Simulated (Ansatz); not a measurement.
Consider the ligand exchange at the Sc–O bond: `[SiH3][O][Sc]([Cl])[Cl]` + HCl → `[Cl][Sc]([Cl])[Cl]` + silanol.

Isolated molecules relaxed with PBE0-D4/def2-TZVP in Ansatz; ΔE leaves out vibrations. CCSD(T)/CBS adds triple-zeta CCSD(T) − MP2 to the extrapolated MP2 energy (def2 sets, frozen cores). This one scheme is used for every species. DFT in def2-TZVPP. B3LYP here is the variant with VWN-RPA as its local correlation; programs differ in this. For Sc outer-core shells are correlated without core-valence functions, which leaves a few kJ/mol of doubt a bond. Scalar relativity is left out up to krypton. One conformer a species, not always the lowest.

`[SiH3][O][Sc]([Cl])[Cl]`:

```xyz
8

Si   -0.135    0.175    1.586
O     0.004   -0.014   -0.040
Sc    0.159   -0.211   -1.871
Cl   -0.983    1.240   -3.228
Cl    1.487   -1.893   -2.682
H     0.504    1.454    1.991
H    -1.572    0.200    1.961
H     0.536   -0.952    2.283
```

HCl:

Cartesian coordinates in Å:
```
Cl 0.230 -0.490 0.340
H -0.230 0.490 -0.340
```

`[Cl][Sc]([Cl])[Cl]`:

```xyz
4

Cl   -1.636   -0.867   -1.311
Sc    0.001   -0.001    0.000
Cl   -0.189   -0.090    2.259
Cl    1.825    0.958   -0.948
```

`O[SiH3]`:

Z-matrix (Å, degrees):
```
Si
O 1 1.648
H 1 1.489 2 111.7
H 1 1.489 2 111.7 3 120.9
H 1 1.481 2 105.9 3 -119.6
H 2 0.957 1 117.9 3 -60.5
```

```
 level  ΔE (kJ/mol)
revPBE        -13.5
 B3LYP         -9.4
```

Q: What does CCSD(T)/CBS give? (An estimate is asked.)

A: The calculation gave: -3.3 kJ/mol. The listed levels differ from it by -10.2, -6.1 kJ/mol.

Largest T1 diagnostic among the species: 0.014.

At CCSD(T), def2-SVP lies +18.7 kJ/mol from the extrapolated value and def2-TZVPP +0.1 kJ/mol. In def2-TZVPP, CCSD(T) changes the Hartree–Fock value by +9.7 kJ/mol (the triples alone add −0.3 kJ/mol) and MP2 by +8.4 kJ/mol.
